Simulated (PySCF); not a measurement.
Some computed properties have been withheld. Give your best values.

C5H10GeSSi.
SMILES: `c1cc([Si@H]([GeH3])C)sc1`

Conformer (atom-mapped SMILES and torsion angles): `[CH3:1][Si@@H:2]([GeH3:3])[c:4]1[cH:5][cH:6][cH:7][s:8]1`: C1–Si2–C4–C5 -125°.

| property | level | value |
| --- | --- | --- |
| point group | PBE0-D3(BJ)/def2-SVP | ? |
| rotational constants A, B, C | PBE0-D3(BJ)/def2-SVP | 1.898, 0.518, 0.424 GHz |
| dipole moment | CAM-B3LYP/def2-SVPD | ? |
| HOMO energy | CAM-B3LYP/def2-SVPD | ? |
| LUMO energy | CAM-B3LYP/def2-SVPD | 0.20 eV |
| lowest singlet excitation | TDDFT CAM-B3LYP/def2-SVPD | ? |
| static isotropic polarisability | CAM-B3LYP/def2-SVPD | 136.4 au |
| electronic spatial extent ⟨r²⟩ about the centre of nuclear charge | CAM-B3LYP/def2-SVPD | ? |

The electronic properties come from PySCF, for the isolated species, density fitting. Isolated species at its PBE0-D3(BJ)/def2-SVP geometry (one conformer only). Relativistic effects, spin–orbit coupling among them, are left out although an element past zinc is present.

Task: What is the dipole moment?

Result: 0.82 D.

Task: What is the lowest singlet excitation?

Result: 5.50 eV (225 nm, f = 0.187).

Task: Give the HOMO energy.

Result: -8.20 eV.

Task: Give the electronic spatial extent ⟨r²⟩ about the centre of nuclear charge.

Result: 2436 bohr².

Task: Give the point group.

Result: C1.

With B = h/(8π²I), that is 505.379 GHz u Å² over I, the principal moments of inertia are 266.3, 976.2 and 1191.2 u Å² (most abundant isotopes). The rotational constants make it an asymmetric top with κ = (2B − A − C)/(A − C) = -0.87, nearer the prolate limit (−1). The principal polarisabilities are 101.0, 142.7 and 165.7 au; their mean is the isotropic value. No computed singlet falls in the visible range (750 to 380 nm, 1.65 to 3.26 eV); S1 lies 2.24 eV above its blue end.
